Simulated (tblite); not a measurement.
C7H13P.
Z-matrix (Å and degrees, GFN2-xTB geometry), rows numbered from 1:
```
C 
C   1  1.3349
C   2  1.4306  1  123.53
P   3  1.6860  2  121.64  1  -179.95
C   4  1.9025  3  102.44  2   179.97
C   5  1.5281  4  110.44  3    61.39
C   5  1.5309  4  106.32  3   179.92
C   5  1.5281  4  110.43  3   -61.52
H   1  1.0760  2  122.16  3   179.97
H   1  1.0785  2  121.46  3    -0.03
H   2  1.0831  1  119.96  3  -179.97
H   3  1.0835  2  115.95  1     0.04
H   6  1.0893  5  109.95  4   175.64
H   6  1.0876  5  111.56  4   -64.42
H   6  1.0893  5  110.57  4    56.14
H   7  1.0887  5  110.69  4   -59.83
H   7  1.0886  5  110.67  4    60.19
H   7  1.0889  5  110.44  4  -179.83
H   8  1.0877  5  111.52  4    64.35
H   8  1.0893  5  109.93  4  -175.75
H   8  1.0893  5  110.55  4   -56.25
```

Calculated harmonic vibrations of the isolated species, GFN2-xTB (tblite), most abundant isotopes, no scaling. Against measured fundamentals such values can be off by several per cent, at times by over 20. One conformer, not necessarily the lowest.

Harmonic wavenumbers (cm⁻¹): 55.3, 107.3, 142.2, 149.7, 180.9, 223.0, 234.2, 245.4, 283.1, 284.9, 360.4, 386.3, 413.9, 435.5, 612.1, 630.6, 775.1, 854.3, 865.0, 916.7, 960.4, 962.7, 963.2, 1010.3, 1023.4, 1025.3, 1050.1, 1192.3, 1196.0, 1225.1, 1225.8, 1233.6, 1320.1, 1405.9, 1406.7, 1415.6, 1427.7, 1487.5, 1488.2, 1488.7, 1502.9, 1503.0, 1506.2, 1628.6, 3003.1, 3006.1, 3011.7, 3012.9, 3014.2, 3015.6, 3019.9, 3025.8, 3030.3, 3035.0, 3047.1, 3093.9, 3129.7.

A = 3513, B = 860.6, C = 815.1 MHz; mass 128.075 u (most abundant isotopes); point group Cs, symmetry number 1.

What is the zero-point energy?

½Σν̃ = 39125 cm⁻¹ = 111.86 kcal/mol.

Entropy at 273.15 K, 1 bar (ideal gas, RRHO, classical rotation)?

Translation 40.05, rotation 29.00, vibration 27.91: S = 97.0 cal/(mol K).

And Cp and H(273.15 K) − H(0)?

Cp = 38.58 cal/(mol K), of which vibrations give 30.64 (their classical limit is 57 R = 113.3); H(273.15 K) − H(0) = 6.43 kcal/mol without the zero-point energy, 4.26 from vibrations.

Which modes carry the vibrational entropy at 273.15 K?

55.3 cm⁻¹: 4.45; 107.3 cm⁻¹: 3.15; 142.2 cm⁻¹: 2.61; 149.7 cm⁻¹: 2.51; 180.9 cm⁻¹: 2.16; 223.0 cm⁻¹: 1.78 cal/(mol K); the other 51 give 11.26 together.

How do the functions run with temperature in this model?

```
 T (K)  S (cal/(mol K))  Cp (cal/(mol K))  H − H(0) (kcal/mol)  G − H(0) (kcal/mol)  ln q(vib)
   150             77.9              26.1                 2.44                -9.24       2.66
   250             93.6              36.2                 5.57               -17.84       5.53
298.15            100.4              41.1                 7.43               -22.52       6.91
   400            114.0              51.4                12.15               -33.45       9.81
   600            138.1              68.0                24.18               -58.71      15.35
   900            169.1              84.7                47.27              -104.94      23.16
```

q(vib) and H(0) count from the zero-point level.

What must be added to the electronic energy to get the Gibbs energy at 273.15 K and 1 bar?

ZPE + [H(273.15 K) − H(0)] − T·S = 111.86 + 6.43 − 26.48 = 91.81 kcal/mol.

Blend soft modes into free rotors: weight 1/[1 + (100 cm⁻¹/ν̃)⁴] for the oscillator and the rest for a rotor with moment μB/(μ + B), μ = h/(8π²ν), B = 10⁻⁴⁴ kg m². What vibrational entropy results?

26.70 cal/(mol K) in place of 27.91, which changes −T·S at 273.15 K by +0.33 kcal/mol.

Hindered rotation and anharmonicity are outside this model. Other conformers, if any are populated, would add a mixing term that is left out.

Hardware: one thread of an Arm Neoverse V1 (shared host). Cost: 0.85 s of wall time. This covers the Hessian and the dipole derivatives.
